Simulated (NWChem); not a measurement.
System: C2H7NSi; SMILES C(/C)=N/[SiH3]

NWChem input:

```
start job
memory heap 200 mb stack 900 mb global 1100 mb
geometry units angstroms noautosym nocenter noautoz
  C      0.664391     1.903845     0.244062
  C     -0.581447     1.177670    -0.204599
  N     -0.778808    -0.066729    -0.347400
  Si     0.231870    -1.467366    -0.109790
  H      1.490117     1.223815     0.467675
  H      0.982269     2.610031    -0.534602
  H      0.442277     2.503893     1.136627
  H     -1.422794     1.852897    -0.433563
  H      0.297829    -2.185094    -1.408629
  H      1.635910    -1.238448     0.358377
  H     -0.445223    -2.331117     0.891183
end
basis spherical
  * library def2-tzvp
end
dft
  xc b3lyp
  iterations 150
  semidirect filesize 400000000
end
property
  efieldgrad
end
task dft property
```

Output (shortened):

```
             Northwest Computational Chemistry Package (NWChem) 7.3.0
             --------------------------------------------------------

                             Geometry "geometry" -> ""
                             -------------------------

 Output coordinates in angstroms (scale by  1.889725989 to convert to a.u.)

  No.       Tag          Charge          X              Y              Z
 ---- ---------------- ---------- -------------- -------------- --------------
    1 C                    6.0000     0.66439100     1.90384500     0.24406200
    2 C                    6.0000    -0.58144700     1.17767000    -0.20459900
    3 N                    7.0000    -0.77880800    -0.06672900    -0.34740000
    4 Si                  14.0000     0.23187000    -1.46736600    -0.10979000
    5 H                    1.0000     1.49011700     1.22381500     0.46767500
    6 H                    1.0000     0.98226900     2.61003100    -0.53460200
    7 H                    1.0000     0.44227700     2.50389300     1.13662700
    8 H                    1.0000    -1.42279400     1.85289700    -0.43356300
    9 H                    1.0000     0.29782900    -2.18509400    -1.40862900
   10 H                    1.0000     1.63591000    -1.23844800     0.35837700
   11 H                    1.0000    -0.44522300    -2.33111700     0.89118300

 Effective nuclear repulsion energy (a.u.)     156.5366347326

                              NWChem Property Module
                              ----------------------

  itol2e modified to match energy
  convergence criterion.

                                 NWChem DFT Module
                                 -----------------

 Summary of "ao basis" -> "ao basis" (spherical)
 ------------------------------------------------------------------------------
       Tag                 Description            Shells   Functions and Types
 ---------------- ------------------------------  ------  ---------------------
 C                         def2-tzvp                11       31   5s3p2d1f
 N                         def2-tzvp                11       31   5s3p2d1f
 Si                        def2-tzvp                13       37   5s5p2d1f
 H                         def2-tzvp                 4        6   3s1p

  itol2e modified to match energy
  convergence criterion.

            General Information
            -------------------
          SCF calculation type: DFT
          Wavefunction type:  closed shell.
          No. of atoms     :    11
          No. of electrons :    40
           Alpha electrons :    20
            Beta electrons :    20
          Charge           :     0
          Spin multiplicity:     1
          Use of symmetry is: off; symmetry adaption is: off
          Maximum number of iterations: 150
          AO basis - number of functions:   172
                     number of shells:    74
          Convergence on energy requested:  1.00D-07
          Convergence on density requested:  1.00D-05
          Convergence on gradient requested:  5.00D-04

              XC Information
              --------------
                         B3LYP Method XC Potential
                     Hartree-Fock (Exact) Exchange  0.200
                        Slater Exchange Functional  0.800 local
                    Becke 1988 Exchange Functional  0.720 non-local
              Lee-Yang-Parr Correlation Functional  0.810
                  VWN I RPA Correlation Functional  0.190 local

[...]

          -----------------------
          Electric field gradient
          -----------------------

 1 a.u. = 0.324123 10**(16) esu/cm**3  ( or statvolts/cm**2 ) = 0.97174 10**(22) v/m**2

 ------------------------------------------------------------
   Atom      X         Y         Z
 ------------------------------------------------------------
    1 C    1.25552   3.59775   0.46121
 ------------------------------------------------------------

 Electric field gradient in molecular frame (a.u.)
         XX             YY             ZZ             XY             XZ             YZ
 ------------------------------------------------------------------------------------------
       -0.015915       0.025937      -0.010022      -0.036596      -0.004943      -0.009682

 Principal components (a.u.) and orientation
 of principal axis w.r.t. absolute frame                      Asymmetry parameter eta
 --------------------------------------------------------------------------------------
        0.047779      -0.039970      -0.007809                       0.673101

       -0.489495       0.816211      -0.306912
        0.865880       0.496601      -0.060321
       -0.103178       0.295276       0.949824

 ------------------------------------------------------------
   Atom      X         Y         Z
 ------------------------------------------------------------
    2 C   -1.09878   2.22547  -0.38664
 ------------------------------------------------------------

 Electric field gradient in molecular frame (a.u.)
         XX             YY             ZZ             XY             XZ             YZ
 ------------------------------------------------------------------------------------------
        0.149777       0.277364      -0.427142      -0.030519       0.206873       0.039285

 Principal components (a.u.) and orientation
 of principal axis w.r.t. absolute frame                      Asymmetry parameter eta
 --------------------------------------------------------------------------------------
       -0.496480       0.284429       0.212051                       0.145782

       -0.306898      -0.248253       0.918795
       -0.060323       0.968515       0.241538
        0.949829      -0.018703       0.312211

 ------------------------------------------------------------
   Atom      X         Y         Z
 ------------------------------------------------------------
    3 N   -1.47173  -0.12610  -0.65649
 ------------------------------------------------------------

 Electric field gradient in molecular frame (a.u.)
         XX             YY             ZZ             XY             XZ             YZ
 ------------------------------------------------------------------------------------------
        0.723171      -0.094651      -0.628520       0.196111       0.504038       0.108050

 Principal components (a.u.) and orientation
 of principal axis w.r.t. absolute frame                      Asymmetry parameter eta
 --------------------------------------------------------------------------------------
        0.937435      -0.798242      -0.139194                       0.703033

        0.926629      -0.306898      -0.217190
        0.208806      -0.060322       0.976095
        0.312664       0.949829      -0.008186

 ------------------------------------------------------------
   Atom      X         Y         Z
 ------------------------------------------------------------
    4 Si   0.43817  -2.77292  -0.20747
 ------------------------------------------------------------

 Electric field gradient in molecular frame (a.u.)
         XX             YY             ZZ             XY             XZ             YZ
 ------------------------------------------------------------------------------------------
       -0.038605      -0.083449       0.122055       0.126986      -0.048338       0.027101

 Principal components (a.u.) and orientation
 of principal axis w.r.t. absolute frame                      Asymmetry parameter eta
 --------------------------------------------------------------------------------------
       -0.198399       0.135952       0.062447                       0.370493

       -0.643383      -0.306885       0.701342
        0.748562      -0.060294       0.660318
       -0.160355       0.949835       0.268514

 ------------------------------------------------------------
   Atom      X         Y         Z
 ------------------------------------------------------------
    5 H    2.81591   2.31268   0.88378
 ------------------------------------------------------------

 Electric field gradient in molecular frame (a.u.)
         XX             YY             ZZ             XY             XZ             YZ
 ------------------------------------------------------------------------------------------
       -0.101551      -0.026738       0.128289       0.200373      -0.067481       0.053729

 Principal components (a.u.) and orientation
 of principal axis w.r.t. absolute frame                      Asymmetry parameter eta
 --------------------------------------------------------------------------------------
       -0.285935       0.146681       0.139254                       0.025974

        0.753653      -0.306896       0.581225
       -0.624868      -0.060317       0.778397
        0.203829       0.949830       0.237227

 ------------------------------------------------------------
   Atom      X         Y         Z
 ------------------------------------------------------------
    6 H    1.85622   4.93224  -1.01025
 ------------------------------------------------------------

 Electric field gradient in molecular frame (a.u.)
         XX             YY             ZZ             XY             XZ             YZ
 ------------------------------------------------------------------------------------------
        0.104597      -0.031702      -0.072895      -0.079420       0.084301       0.195548

[...]
```

Level: B3LYP/def2-TZVP. All runs use the structure optimised with B3LYP/6-31G* (spherical d). NWChem prints the field gradient with the sign opposite to the second derivative of the potential.
